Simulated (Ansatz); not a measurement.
Basis-set extrapolation for CH₄AlClO, SMILES `C[O][AlH][Cl]` (PBE0-D4/def2-TZVP geometry, frozen core, Ansatz 0.2.0). Multiplicity 1, RHF reference.

```tsv
	def2-TZVPP	def2-QZVPP
HF	-816.665981	-816.691754
MP2 correlation	-0.674980	-0.731448
CCSD(T) correlation	-0.739972	not run
```

Energies in hartree. Use E(X) = E(∞) + A·exp(−7.88·√X) for Hartree–Fock and E(X) = E(∞) + B·X^(−2.97) for correlation, with X = 3 and 4, and add CCSD(T) minus MP2 of the smaller set to the MP2 limit.

What is the CCSD(T) energy at the basis-set limit?

HF limit: -816.691754 + (-0.025773) × 0.13774 = -816.69530. MP2 limit: -0.731448 + (-0.056468) × 0.74074 = -0.77328. Higher-order term: -0.739972 − (-0.674980) = -0.06499. Total: -817.53357 hartree, 335.1 kJ/mol below CCSD(T)/def2-TZVPP.
